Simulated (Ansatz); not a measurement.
Harmonic frequencies (cm⁻¹) at PBE0-D4/def2-TZVP from Ansatz: 55, 83, 100, 126, 186, 339, 350, 458, 514, 546, 700, 730, 756, 816, 881, 884, 913, 971, 988, 1350, 1467, 1474, 2137, 2143, 2155, 2193, 2231, 3064, 3153, 3162.

Each molecule was computed in one conformer, which needn't be the lowest.

(1) Which molecule is it?
A. `[SiH3][SiH]1[CH2][SbH]1`
B. `[SiH3][GeH2][CH2]S`
C. `CS[SiH2][GeH3]`
D. `[SiH3]S[CH2][GeH3]`

Answers

(1) C.
